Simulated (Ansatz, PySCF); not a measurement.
Energy difference R1 + 3 R2 → 2 P1, each structure at its B3LYP-D3(BJ)/def2-TZVP stationary point, reached from a drawn start (curvature not checked).
R1, N2 (SMILES N#N) (charge 0, multiplicity 1, Z-matrix in Å and degrees):
```
N
N 1 1.0909
```
R2: H2 (SMILES [H][H]), charge 0, multiplicity 1.
P1, NH3 (SMILES N) (charge 0, multiplicity 1):
```xyz
4

N      0.00000    -0.00002     0.27907
H      0.00000     0.94280    -0.09306
H      0.81651    -0.47144    -0.09305
H     -0.81651    -0.47144    -0.09305
```

P less R. No zero-point or thermal terms.

Frozen-core correlation throughout.

Codes used: Ansatz (Gaussian basis) for Hartree–Fock, density functionals and correlated methods; PySCF for M06-2X and the D3/D4 terms. Each number belongs to the level named beside it.

The comparison value is -37.90 kcal/mol (CCSD(T)/cc-pVQZ). It is a level with limits of its own, not the exact answer.

### Question
Order these levels by how close they come to the comparison value for the reaction energy, closest first: revPBE-D3(BJ)/def2-TZVPP, BHLYP-D4/def2-TZVPP, BLYP/def2-TZVPP, r2SCAN/def2-TZVPP, M06-2X/def2-TZVPP. Give each level's value less the comparison value.

### Answer
revPBE-D3(BJ)/def2-TZVPP (0.18 kcal/mol), M06-2X/def2-TZVPP (-0.73 kcal/mol), BLYP/def2-TZVPP (4.75 kcal/mol), r2SCAN/def2-TZVPP (-6.71 kcal/mol), BHLYP-D4/def2-TZVPP (-7.81 kcal/mol)

Ansatz is an electronic-structure program.
